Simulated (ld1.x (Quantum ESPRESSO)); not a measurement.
Varying the TM potential for bromine (Br)

Base potential:

Br (Z = 35), norm-conserving Troullier–Martins (Kleinman–Bylander form), made with ld1.x (Quantum ESPRESSO) 7.5 (PBE, scalar-relativistic). Core [Ar] 3d10, reference 4s2 4p4 (charge +1). Waves: 4s (bound): rc 1.55 bohr; 4p (bound): rc 1.50 bohr. Local part: all-electron potential smoothed inside 1.35 bohr (lloc = -1). Core correction: Bessel-smoothed model core inside 1.40 bohr.

All-electron outer shells of the reference configuration (PBE, scalar-relativistic, ld1.x):

```tsv
shell	level (eV)	outermost node (bohr)	outermost maximum (bohr)
4s	-30.40	0.67	1.41
4p	-17.47	0.70	1.62
```

Cutoffs, loose and tight: the cutoffs (Ry, on a coarse ladder) from which the occupation-weighted sum of valence levels, in a spherical-Bessel basis at the reference potential, stays within 10 and 1 mRy of its value at 400 Ry. They do not see the model core or the augmentation charge, which bear on the density cutoff. Test errors are all-electron minus pseudo excitation energies from the reference, over the configurations 4s2 4p5; 4s2 4p3; 4s2 4p2; 4s2 4p4.5; 4s1 4p5; 4s2 4p1; 4s2 4p5.3. A dash means not determined; rows that change the core or the reference have their own tests. The largest error is taken over the tests solved by every variant that gives reliable tests at all: 4s1 4p5; 4s2 4p2; 4s2 4p3; 4s2 4p4.5; 4s2 4p5; 4s2 4p5.3.

A true bound ghost makes a file unfit for plane-wave use even where its test errors are small: the radial tests pick states by their node count and pass the ghost by. Where a test does run into it, the solver fails or the error is huge.

```csv
change,outcome,"cutoff, loose","cutoff, tight",bound ghosts,largest test error (meV)
base,generated,45 Ry,70 Ry,d,+9.5
"all radii but the core radius scaled by about 0.75 (s 1.16, p 1.12 bohr); local potential all-electron potential smoothed inside 1.02 bohr (lloc = -1)",generated,120 Ry,300 Ry,"s, d",+12
"all radii but the core radius scaled by about 0.83 (s 1.28, p 1.24 bohr); local potential all-electron potential smoothed inside 1.12 bohr (lloc = -1)",generated,80 Ry,140 Ry,"s, d",-13
"all radii but the core radius scaled by about 0.90 (s 1.40, p 1.36 bohr); local potential all-electron potential smoothed inside 1.22 bohr (lloc = -1)",generated,50 Ry,100 Ry,"s, d",+100
"all radii but the core radius scaled by about 1.06 (s 1.64, p 1.58 bohr); local potential all-electron potential smoothed inside 1.42 bohr (lloc = -1)",generated,40 Ry,70 Ry,d,+7.9
"all radii but the core radius scaled by about 1.10 (s 1.70, p 1.64 bohr); local potential all-electron potential smoothed inside 1.48 bohr (lloc = -1)",generated,40 Ry,70 Ry,d,-9.4
"all radii but the core radius scaled by about 1.17 (s 1.82, p 1.76 bohr); local potential all-electron potential smoothed inside 1.58 bohr (lloc = -1)",generated,35 Ry,55 Ry,d,-15
"all radii but the core radius scaled by about 1.25 (s 1.94, p 1.88 bohr); local potential all-electron potential smoothed inside 1.68 bohr (lloc = -1)",generated,30 Ry,50 Ry,d,-23
"all radii but the core radius scaled by about 1.38 (s 2.14, p 2.08 bohr); local potential all-electron potential smoothed inside 1.88 bohr (lloc = -1)",generated,21 Ry,40 Ry,d,-36
```

Task: What comes out with this change to the base: all radii but the core radius scaled by about 1.32 (s 2.06, p 1.98 bohr); local potential all-electron potential smoothed inside 1.80 bohr (lloc = -1)?

Result: outcome: generated; cutoff, loose: 25 Ry; cutoff, tight: 45 Ry; bound ghosts: d; largest test error (meV): -28.

Reading the sweep of the scale of all radii but the core radius (base = 1) (base included, trends over the rows without a ghost): Bound ghosts are found at 0.75, 0.83, 0.9, 1, 1.06, 1.1, 1.17, 1.25, 1.32, 1.38. Every judged row has one, so this setting neither creates nor removes them.
